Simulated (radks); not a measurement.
Isoelectronic series with 50 electrons, all held in the configuration [Kr] 4d10 5s2 5p2, which need not be the ground one along the series. Calculated with a radial shooting solver on a logarithmic mesh with Libxc functionals: Dirac Kohn-Sham, LDA (Slater exchange, Perdew-Wang correlation), spin-unpolarised, spherical densities, finite nucleus; open shells fill j = l - 1/2 first; Fermi nuclear charge, rms radius of each element as measured or else 0.836 A^(1/3) + 0.57 fm. Total energies (hartree) and mean radii <r> (bohr):

ion    E (hartree)   5p1/2   5s1/2   4d5/2   4d3/2
Sn     -6173.52469   3.139   2.393   1.108   1.093
Sb+    -6477.55183   2.596   2.156   1.036   1.023
Te2+   -6789.97800   2.282   1.973  0.9747  0.9626
I3+    -7110.83098   2.062   1.828  0.9217  0.9105
Xe4+   -7440.13593   1.894   1.708  0.8753  0.8647
Cs5+    -7777.9358   1.758   1.606  0.8340  0.8240
Ba6+    -8124.2709   1.646   1.518  0.7971  0.7875
La7+    -8479.1929   1.550   1.441  0.7637  0.7545
Ce8+    -8842.7506   1.466   1.372  0.7334  0.7245
Pr9+    -9215.0008   1.393   1.311  0.7057  0.6970
Nd10+   -9595.9990   1.327   1.255  0.6802  0.6717
Pm11+   -9985.8009   1.269   1.205  0.6566  0.6483
Sm12+  -10384.4580   1.215   1.159  0.6348  0.6266
Eu13+  -10792.0738   1.167   1.116  0.6145  0.6064
Gd14+  -11208.6936   1.122   1.077  0.5956  0.5876
Tb15+  -11634.4394   1.082   1.040  0.5778  0.5700
Dy16+  -12069.2575   1.044   1.007  0.5612  0.5534
Ho17+  -12513.3724   1.009  0.9749  0.5456  0.5378
Er18+  -12966.7769  0.9759  0.9452  0.5308  0.5231
Tm19+  -13429.6169  0.9452  0.9173  0.5169  0.5092
Yb20+  -13901.8917  0.9165  0.8910  0.5037  0.4961
Lu21+  -14383.7558  0.8895  0.8662  0.4912  0.4836
Hf22+  -14875.3455  0.8641  0.8428  0.4793  0.4717
